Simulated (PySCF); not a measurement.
## Computed properties of OPb, SMILES [O]=[Pb]

OPb, SMILES [O]=[Pb] (connectivity only; charge and spin as stated), neutral, multiplicity 1. The structure is a stationary point at B3LYP-D3(BJ)/def2-TZVP. The def2 effective core potentials stand for the cores of Pb; spin–orbit coupling is left out. The values are those of a single conformer. All values are computed for the isolated molecule unless a solvent is named; none is compared with measurement here.

**Structure.** The optimised structure has C∞v symmetry. All 1 harmonic modes at B3LYP-D3(BJ)/def2-TZVP (PySCF) are real, so it is a minimum.

**Vibrations.** The strongest infrared lines (harmonic, unscaled, degenerate partners summed) lie at 760 cm⁻¹ (82 km/mol, O 93 %). The softest mode is at 760 cm⁻¹ and the zero-point energy is 1.1 kcal/mol.

**Electronic structure.** PBE0/def2-TZVPD (PySCF) places the frontier levels at -7.38 and -2.30 eV, a gap of 5.08 eV, and gives a dipole moment of 4.91 D and a mean polarisability of 43.6 bohr³. PBE/def2-TZVPD (PySCF) at the same geometry gives -6.21 and -2.97 eV, so its gap is 1.84 eV narrower. An orbital gap is neither the optical nor the fundamental gap.

**Excitations.** TDA-ωB97X/def2-TZVPD (PySCF) has S1 at 3.40 eV (364 nm, f = 0.000, dark); the most intense of the 10 singlets computed lies at 6.38 eV (f = 0.11). Strengths of degenerate partners are summed. T1 (TDA) is at 2.91 eV, 0.49 eV under S1. TDA-PBE/def2-TZVPD (PySCF) puts S1 at 3.30 eV. No vertical singlet excitation falls in the visible range (under 3.1 eV).
